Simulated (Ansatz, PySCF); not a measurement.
Input for PySCF:
```python
from pyscf import gto, scf, dft

mol = gto.Mole()
mol.atom = '''
    Si   -0.025752   -0.649818    0.028474
    Cl    1.719951    0.296960    0.031048
    Cl   -1.691219    0.428031   -0.062817
    H    -0.093101   -1.563016    1.200824
    H    -0.034800   -1.664367   -1.059403
'''
mol.basis = 'def2-tzvp'
mol.charge = 1
mol.spin = 1
mol.verbose = 4
mol.build()

mf = dft.UKS(mol)
mf.xc = 'pbe0'
mf.grids.atom_grid = (99, 590)
mf.grids.prune = None
mf.kernel()
```

Q: Give the equivalent Ansatz (a quantum-chemistry and plane-wave program) input.

A: Several could match; the one computed here: 
Ansatz 0.2 input:
```yaml
crystal:
  periodic: [false, false, false]
  atoms:
    - {symbol: Si, position_ang: [-0.02575223, -0.64981803, 0.02847438]}
    - {symbol: Cl, position_ang: [1.71995071, 0.29695952, 0.03104826]}
    - {symbol: Cl, position_ang: [-1.69121941, 0.42803083, -0.06281662]}
    - {symbol: H, position_ang: [-0.09310054, -1.56301606, 1.20082412]}
    - {symbol: H, position_ang: [-0.03480039, -1.66436741, -1.05940340]}
basis:
  gaussian:
    orbitals: def2-TZVP
hamiltonian:
  xc: pbe0
total_charge: 1
magnetization: {spin_polarized: true, initial_magnetization: 1}
accuracy: high
```

Both were run: PySCF gave -1210.391930 Eh and Ansatz -1210.391929 Eh, 0.001 mEh apart.
